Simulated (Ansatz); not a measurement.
Reactions of C3H8Si, SMILES `CC[Si]C`.

Computed with Ansatz on PBE0-D4/def2-TZVP structures; ΔE is electronic, products minus reactants. CCSD(T)/CBS adds triple-zeta CCSD(T) − MP2 to the extrapolated MP2 energy (def2 sets, frozen cores). This one scheme is used for every species. Functionals use def2-TZVPP. B3LYP here is the variant with VWN-RPA as its local correlation; programs differ in this. For Ga, Ge outer-core shells are correlated without core-valence functions, which leaves a few kJ/mol of doubt a bond. Scalar relativity is left out up to krypton. One conformer a species, not always the lowest.

```json
{"reaction": "`CC[Si]C` + H₂ → `C[SiH]` + `CC`", "MP2/CBS(def2) (kcal/mol)": "-4.3", "B3LYP-D4 (kcal/mol)": "-7.1"}
{"reaction": "`CC[Si]C` + `C#CCCCCC` → `CCC#CCCCCC` + `C[SiH]`", "MP2/CBS(def2) (kcal/mol)": "3.7", "B3LYP-D4 (kcal/mol)": "2.3"}
{"reaction": "`CC[Si]C` + `[SiH3]N[SiH2]Cl` → `C[SiH2]N[SiH2]Cl` + `CC[SiH]`", "MP2/CBS(def2) (kcal/mol)": "-0.6", "B3LYP-D4 (kcal/mol)": "-1.2"}
{"reaction": "`CC[Si]C` + SiH₄ → `C[SiH3]` + `CC[SiH]`", "MP2/CBS(def2) (kcal/mol)": "1.3", "B3LYP-D4 (kcal/mol)": "1.1"}
{"reaction": "`CC[Si]C` + `C[O][Ge][SH]` → `C[O][Ge][S]C` + `C[Si]C`", "MP2/CBS(def2) (kcal/mol)": "-1.3", "B3LYP-D4 (kcal/mol)": "-0.8"}
{"reaction": "`CC[Si]C` + `CB(O)F` → `CCOB(C)F` + `C[SiH]`", "MP2/CBS(def2) (kcal/mol)": "20.0", "B3LYP-D4 (kcal/mol)": "16.2"}
{"reaction": "`CC[Si]C` + `[OH][Ga]([OH])[Cl]` → `C[O][Ga]([OH])[Cl]` + `C[Si]C`", "MP2/CBS(def2) (kcal/mol)": "12.8", "B3LYP-D4 (kcal/mol)": "9.6"}
```

Task: Give the CCSD(T)/CBS values in the same order. (Best estimate.)

Result: Ansatz gave: -6.3, 3.3, -1.0, 1.0, -0.8, 17.6, 11.5 kcal/mol.

Largest T1 diagnostic: 0.015, for `C[O][Ge][SH]`.
